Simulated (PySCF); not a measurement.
**Worked example: oscillator strength and radiative lifetime**

germylmethylsilane (CH8GeSi), SMILES [SiH3][CH2][GeH3].

Coordinates come from a B3LYP-D3(BJ)/def2-SVP optimisation.

TDDFT-PBE/def2-SVPD (PySCF) puts the first singlet state with f over 0.02 at 7.44 eV (vertical), with the transition dipole (0.036, 1.137, 0.000) in atomic units.

**Question.** Find the oscillator strength, the wavelength and the radiative lifetime that this transition would have in vacuum if emission retraced absorption.

**Answer.** 
|μ|² = 1.2941 au, so |μ| = 2.89 D. ΔE = 7.44/27.211 = 0.2734 hartree. f = (2/3) ΔE |μ|² = 0.236 (the program prints 0.236).
λ = 1239.84/7.44 = 167 nm; ν = 60008 cm⁻¹.
Einstein's coefficient A = 0.6670 ν² f s⁻¹ (ν in cm⁻¹) = 5.7e8 s⁻¹, so τ = 1/A = 1.8 ns. This state is S3; the lower singlets have f = 0.002, 0.000. The figure is the radiative limit of this one transition; relaxation, internal conversion, crossing to triplets and a medium change what is measured.
